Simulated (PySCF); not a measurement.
Ga(Cl)2(SH) (Cl₂GaHS), SMILES [SH][Ga]([Cl])[Cl].

Geometry: PBE0-D3(BJ)/def2-SVP. Other conformers were not sampled.

Computed with IEF-PCM-ωB97X/def2-SVP (PySCF).

The values are the electrostatic part of the solvation free energy, E(continuum) − E(gas) at the gas-phase geometry, in a cavity of scaled van der Waals radii (PySCF's table); cavitation and dispersion terms are not included. A continuum can't describe solvent molecules that bind to the metal. In vacuum the orbital gap is 11.24 eV. The dipole moment in vacuum is 1.48 D.

Q: Estimate the values in water (ε = 78.36), chlorobenzene (ε = 5.70), benzene (ε = 2.27). (The exact figures need the calculation; the answer reports its results.)

A: 
| solvent | ε | ΔG(elec) (kcal/mol) | dipole (D) | gap (eV) |
|---|---|---|---|---|
| water | 78.36 | -5.3 | 1.93 | 11.25 |
| chlorobenzene | 5.70 | -4.0 | 1.82 | 11.24 |
| benzene | 2.27 | -2.3 | 1.68 | 11.24 |
